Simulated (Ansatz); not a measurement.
A nudged elastic band was laid between two geometries of AlAsBFH6Si (11 atoms, charge 0, multiplicity 1).

These are results of RKS PBE0-D4/def2-SVP in Ansatz, not measurements.

| Item | Value |
| --- | --- |
| movable images | 9 |
| climbing image | yes |
| spring | 5.0 eV/Å² |
| optimiser | quadratic models (default) |
| start path | IDPP |
| force threshold | 0.05 eV/Å |
| iteration limit | 52 |
| end points | relaxed |

First end point:

```xyz
11
Properties=species:S:1:pos:R:3
F -1.695 -1.956 0.335
B -0.778 -0.998 0.463
Si 1.137 -1.556 0.951
Al -1.254 1.070 0.055
As -0.817 1.993 -2.162
H 1.793 -0.462 1.739
H 1.912 -1.689 -0.329
H 1.255 -2.839 1.712
H -1.872 2.058 1.146
H -0.059 3.172 -1.559
H 0.444 1.150 -2.332
```

Last end point:

```xyz
11
Properties=species:S:1:pos:R:3
F -1.716 -1.730 0.444
B -0.695 -0.883 0.559
Si 1.142 -1.626 1.088
Al -0.943 1.215 0.101
As 0.198 2.126 -1.855
H 1.791 -0.683 2.058
H 1.999 -1.624 -0.146
H 1.147 -3.004 1.673
H -1.644 2.260 1.084
H -1.022 2.951 -2.252
H -0.191 0.942 -2.734
```

Task: What changes between the two ends?

Result: No bond is made or broken. The height of As5 over the plane of its neighbours goes from 0.95 to -0.93 Å.

Task: Give the energies along the band, and the barrier.

Result: The forces met the threshold. The highest image is number 5 of 0 to 10, 11.2 kcal/mol above the first end and 11.3 kcal/mol above the last; the last end lies 0.1 kcal/mol below the first. A vibrational analysis at the climbing image gives one clearly imaginary mode, 369i cm⁻¹: a first-order saddle point.

```csv
image,path coordinate (Å),energy (kcal/mol),height of As5 over the plane of its neighbours (Å)
0,0.00,0.0,0.95
1,0.61,0.0,0.95
2,1.22,0.2,0.95
3,1.83,0.5,0.93
4,2.44,3.9,0.67
5,3.05,11.2,0.03
6,3.66,3.8,-0.63
7,4.26,0.5,-0.91
8,4.87,0.1,-0.92
9,5.47,-0.1,-0.93
10,6.08,-0.1,-0.93
```

Task: What is the geometry of the highest image?

Result: 
```xyz
11
Properties=species:S:1:pos:R:3
F -1.881 -1.718 1.222
B -0.916 -0.908 0.801
Si 1.019 -1.576 0.754
Al -1.392 1.115 0.213
As -0.021 1.795 -1.517
H 1.770 -0.842 1.827
H 1.644 -1.189 -0.553
H 1.204 -3.047 0.963
H -2.464 2.201 0.649
H -0.002 3.105 -2.237
H 1.105 1.008 -2.102
```

Task: What are the harmonic wavenumbers there?

Result: 369i, 33, 61, 84, 134, 220, 247, 318, 341, 389, 423, 471, 520, 562, 591, 767, 884, 922, 930, 959, 1281, 1939, 2200, 2208, 2221, 2351, 2379 cm⁻¹.

The run took 10 min on 2 threads of Intel(R) Xeon(R) 6975P-C (Granite Rapids) (shared host), peak memory 0.36 GiB.
